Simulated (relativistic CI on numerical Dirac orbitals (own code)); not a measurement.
Computed by Dirac-Coulomb-Breit CI, orbitals from a KLI potential per configuration, a model potential for QED, unscaled Slater integrals (own radial code, finite nucleus).

CI space (outside the closed core 1s2): 2s2.2p6, 2s2.2p5.3s, 2s2.2p5.3p, 2s2.2p5.3d, 2s.2p6.3s, 2s.2p6.3p, 2s.2p6.3d, 2s2.2p5.4s, 2s2.2p5.4p, 2s2.2p5.4d, 2s2.2p5.4f, 2s2.2p5.5s, 2s2.2p4.3s2, 2s2.2p5.5p, 2s2.2p5.5d, 2s2.2p5.5f, 2s.2p6.4s, 2s2.2p5.5g, 2s2.2p4.3s.3p, 2s.2p6.4p, 2s.2p6.4d, 2s.2p6.4f, 2s2.2p4.3p2, 2s2.2p4.3s.3d, 2s2.2p4.3p.3d, 2s.2p5.3s2, 2s.2p6.5s, 2s.2p5.3s.3p, 2s2.2p4.3d2, 2s.2p6.5p, 2s.2p6.5d, 2s.2p6.5f, 2s.2p6.5g, 2s.2p5.3p2, 2s.2p5.3s.3d, 2s.2p5.3p.3d. Levels of other configurations are missing.

At this charge energies of transitions that change n are usually good to better than 1 %, and those within a shell (Δn = 0) to a few per cent.

Outline of the computed level scheme of Cr XV. Lowest level of each configuration: 2s2.2p6 1S_0 at 0.000 eV; 2s2.2p5.3s 3P°_2 at 583.535 eV; 2s2.2p5.3p 3S_1 at 609.833 eV; 2s2.2p5.3d 3P°_0 at 650.756 eV; 2s.2p6.3s 3S_1 at 703.418 eV; 2s.2p6.3p 3P°_0 at 732.560 eV; 2s.2p6.3d 3D_1 at 771.594 eV; 2s2.2p5.4s 3P°_2 at 785.231 eV; 2s2.2p5.4p 3S_1 at 796.133 eV.

Some strong electric-dipole decays among the lowest 45 levels: 2s2.2p5.3d 1P°_1 → 2s2.2p6 1S_0 (1.6e+13 s⁻¹); 2s2.2p5.3d 3D°_1 → 2s2.2p6 1S_0 (2.7e+12 s⁻¹); 2s.2p6.3p 1P°_1 → 2s2.2p6 1S_0 (2.3e+12 s⁻¹); 2s2.2p5.3s 3P°_1 → 2s2.2p6 1S_0 (6.1e+11 s⁻¹); 2s2.2p5.3s 1P°_1 → 2s2.2p6 1S_0 (6.1e+11 s⁻¹); 2s2.2p5.4s 1P°_1 → 2s2.2p6 1S_0 (2.3e+11 s⁻¹); 2s.2p6.3p 3P°_1 → 2s2.2p6 1S_0 (2.0e+11 s⁻¹); 2s2.2p5.4s 3P°_1 → 2s2.2p6 1S_0 (1.6e+11 s⁻¹).

LS names give the leading component of a level, which can be under half, so a name can repeat, a term be missing and a line seem to break the LS rules.
